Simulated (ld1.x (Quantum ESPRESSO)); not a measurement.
## What one change does to a pseudopotential (Ge, ultrasoft)

* Element: germanium
* Generator: ld1.x (Quantum ESPRESSO) 7.5
* Type: ultrasoft
* Functional: LDA (PZ)
* Relativity: scalar-relativistic
* Frozen core: [Ar]
* Valence charge: 14
* Reference configuration: 3d10 4s2 4p0 (charge +2)
* Partial waves: 4s (bound): rcut 1.55, rcutus 1.70 bohr; 4s channel at -0.05 Ry: rcut 1.55, rcutus 1.70 bohr; 4p (bound, empty): rcut 1.15, rcutus 1.50 bohr; 4p channel at -0.95 Ry: rcut 1.15, rcutus 1.50 bohr; 3d (bound): rcut 1.25, rcutus 1.45 bohr; 3d channel at -3.05 Ry: rcut 1.25, rcutus 1.45 bohr
* Local potential: all-electron potential smoothed inside 1.65 bohr (lloc = -2)
* Core correction: Bessel-smoothed model core inside 0.90 bohr
* Augmentation charge: PSQ, inside the norm-conserving radii

All-electron outer shells of the reference configuration (LDA (PZ), scalar-relativistic, ld1.x):

```csv
shell,level (eV),outermost node (bohr),outermost maximum (bohr)
3p,-135.45,0.23,0.54
3d,-49.54,–,0.50
4s,-29.63,0.77,1.66
4p,-20.12,0.82,1.96
```

Change: fully relativistic.

Cutoffs: the cutoffs (Ry, on a coarse ladder) from which the occupation-weighted sum of valence levels, in a spherical-Bessel basis at the reference potential, stays within 10 and 1 mRy of its value at 400 Ry; they do not see the model core or the augmentation charge, which bear on the density cutoff. Errors are all-electron minus pseudo energies relative to the spin-unpolarised reference configuration.

Problem. Predict the effect on cutoff, ghosts and configuration errors.

Solution. The potential gets neither clearly harder nor softer (55 Ry and 90 Ry → 55 Ry and 90 Ry); a bound ghost appears in p, which as a rule spoils a file; the number of tests that count goes from 8 to 6; of the 6 tests that both files solve, the error grows in 1 and shrinks in 4 by more than 15 % and 0.3 meV (median size 4.6 → 3.6 meV).

```tsv
quantity	base	changed
cutoff, loose	55 Ry	55 Ry
cutoff, tight	90 Ry	90 Ry
bound ghosts	none	p3/2
tests counted (converged, no solver errors)	8 of 9	6 of 7
error for 3d10 4s2 4p2, meV [ΔE -23.35 → -23.36 eV]	+2.4	-0.8
error for 3d10 4s2 4p1, meV [ΔE -15.72 eV]	+1.7	-0.4
error for 3d10 4s1 4p0, meV [ΔE 35.22 eV]	-10	-6.4
error for 3d10 4s1 4p3, meV [ΔE -15.31 → -15.32 eV]	-6.6	-9.0
error for 3d10 4s0 4p4, meV [ΔE -6.99 → -7.01 eV]	-27	-28
error for 3d10 4s2 4p2.3, meV [ΔE -24.28 → -24.29 eV]	+2.5	-0.7
s: phases at 1.85 bohr within 0.05 rad from the reference energy up to (Ry; the scan ends near 5)	to the end of the scan	to the end of the scan
lowest overlap eigenvalue by channel	s 0.44, p 0.71, d 1.00	s 0.44, p1/2 0.70, p3/2 0.71, d3/2 1.00, d5/2 1.00
```

Base: Tests not counted: 3d9 4s2 4p2 (solver errors, printed error -2349 eV). Changed file: Tests not counted: 3d9 4s2 4p2 (solver errors, printed error -2.2 eV). A true bound ghost makes a file unfit for plane-wave use even where its test errors are small: the radial tests pick states by their node count and pass the ghost by. Where a test does run into it, the solver fails or the error is huge.
